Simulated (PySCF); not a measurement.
## Computed properties of F3HSeSi, SMILES F[Si](F)(F)[SeH]

Si(F)3(SeH) (F3HSeSi), SMILES F[Si](F)([SeH])F. Coordinates come from a B3LYP-D3(BJ)/def2-SVP optimisation. The structure was generated by enumeration, and PubChem lists no compound with its InChIKey, so it may never have been made. The values are those of a single conformer. All values are computed for the isolated molecule unless a solvent is named; none is compared with measurement here.

**Structure.** The optimised structure has Cs symmetry. All 12 harmonic modes at B3LYP-D3(BJ)/def2-SVP (PySCF) are real, so it is a minimum. With heavy atoms numbered as in [F:1][Si:2]([F:3])([F:4])[SeH:5], the shortest bond between them is Si2–F4 at 1.603 Å and the longest Si2–Se5 at 2.246 Å.

**Vibrations.** The strongest infrared lines (harmonic, unscaled, degenerate partners summed) lie at 849 cm⁻¹ (218 km/mol, F 67 %, Si 32 %), 977 cm⁻¹ (154 km/mol, F 51 %, Si 49 %), 995 cm⁻¹ (148 km/mol, Si 50 %, F 49 %). The softest mode is at 93 cm⁻¹ and the zero-point energy is 11.0 kcal/mol.

**Electronic structure.** ωB97X/def2-TZVP (PySCF) places the frontier levels at -10.38 and 1.57 eV, a gap of 11.95 eV, and gives a dipole moment of 1.81 D and a mean polarisability of 45.6 bohr³. PBE/def2-TZVP (PySCF) at the same geometry gives -6.84 and -1.50 eV, so its gap is 6.61 eV narrower. An orbital gap is neither the optical nor the fundamental gap.

**Excitations.** TDA-PBE0/def2-SVPD (PySCF) has S1 at 5.66 eV (219 nm, f = 0.000, dark); the most intense of the 10 singlets computed lies at 9.25 eV (f = 0.49). T1 (TDA) is at 5.16 eV, 0.50 eV under S1. TDA-PBE/def2-SVPD (PySCF) puts S1 at 5.44 eV. No vertical singlet excitation falls in the visible range (under 3.1 eV).

**NMR.** GIAO shifts at PBE0/pcSseg-1 (PySCF) (non-relativistic, atoms alike by connectivity averaged): ¹H at 1.5 ppm against TMS; ²⁹Si at -38.1 ppm against TMS; ¹⁹F at -122.7 ppm against CFCl3.
